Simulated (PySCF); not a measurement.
**Telling isomers of C$_{6}$H$_{8}$OSi apart by NMR**

Isolated molecule, one conformer, non-relativistic, one averaged value for each set of equivalent atoms. GFN2-xTB structure; GIAO PBE0/pcSseg-1 shieldings; PySCF 2.14.

Scale: 1H, 13C against TMS (reference shieldings calculated alike). Where no couplings were computed, multiplicities follow the n + 1 count of equivalent neighbours, and m marks all less simple cases (inequivalent or close neighbours, rings, F or P nearby). Shifts are as computed. Against solution values, carbons near 30 ppm lie about +3 ppm off and those near 130 ppm about +5 ppm. Of 1309 compounds with measured shifts, 239 miss one by over three times the rms of a fit or turn the order of signals round; such compounds aren't used in these exercises.

(1) Tabulate the signals of `c1coc([SiH]2CC2)c1`, `C=C1CC(=C=O)[Si@@H]1C`, `C#C[C@@H]1C[C@]1([SiH3])C=O` and their relative energies.

(2) What is the quickest way to tell C=C1CC(=C=O)[Si@@H]1C from C#C[C@@H]1C[C@]1([SiH3])C=O?

(3) What is the quickest way to tell c1coc([SiH]2CC2)c1 from C#C[C@@H]1C[C@]1([SiH3])C=O?

(4) What is the quickest way to tell c1coc([SiH]2CC2)c1 from C=C1CC(=C=O)[Si@@H]1C?

Answers

(1) 
```tsv
SMILES	carbon types	δC	δH	E rel. (kcal/mol)
c1coc([SiH]2CC2)c1	1×C 3×CH 2×CH2	154.3, 153.8, 125.4, 117.5, -0.9	7.83 (m, 1H), 6.87 (m, 1H), 6.78 (m, 1H), 3.70 (m, 1H), 0.85 (m, 2H), 0.71 (m, 2H)	3.1
C=C1CC(=C=O)[Si@@H]1C	3×C 2×CH2 1×CH3	178.7, 158.6, 134.5, 33.7, 6.6, 1.3	6.02 (br s, 1H), 5.81 (br s, 1H), 5.81 (m, 1H), 3.80 (m, 1H), 3.74 (m, 1H), 0.58 (d, 3H)	0.0
C#C[C@@H]1C[C@]1([SiH3])C=O	2×C 3×CH 1×CH2	212.1, 86.3, 76.2, 26.4, 22.5, 15.1	9.53 (s, 1H), 3.82 (s, 3H), 1.99 (m, 1H), 1.61 (m, 1H), 1.50 (d, 1H), 1.33 (m, 1H)	39.6
```

Energies are electronic energies at PBE0/pcSseg-1 on these geometries, without zero-point or thermal terms, each for the one conformer computed, which needn't be the lowest.

(2) Both give the same number of carbon signals, but DEPT or the intensities differ. The first has a central carbon of a ketene (C) at 178.7 ppm, the second an aldehyde carbonyl carbon (CH) at 212.1 ppm. In the proton spectra the most deshielded non-exchanging signals are 6.02 (br s, 1H) and 9.53 (s, 1H).

(3) Count the carbon signals: 5 against 6. The first has a substituted aromatic carbon next to the ring oxygen (C) at 153.8 ppm, the second an alkyne carbon (C) at 86.3 ppm. Their most deshielded carbons lie at 154.3 and 212.1 ppm. In the proton spectra the most deshielded non-exchanging signals are 7.83 (m, 1H) and 9.53 (s, 1H).

(4) Count the carbon signals: 5 against 6. The first has an aromatic CH next to the ring oxygen at 154.3 ppm, the second a terminal =CH2 carbon at 134.5 ppm. Their most deshielded carbons lie at 154.3 and 178.7 ppm. In the proton spectra the most deshielded non-exchanging signals are 7.83 (m, 1H) and 6.02 (br s, 1H).
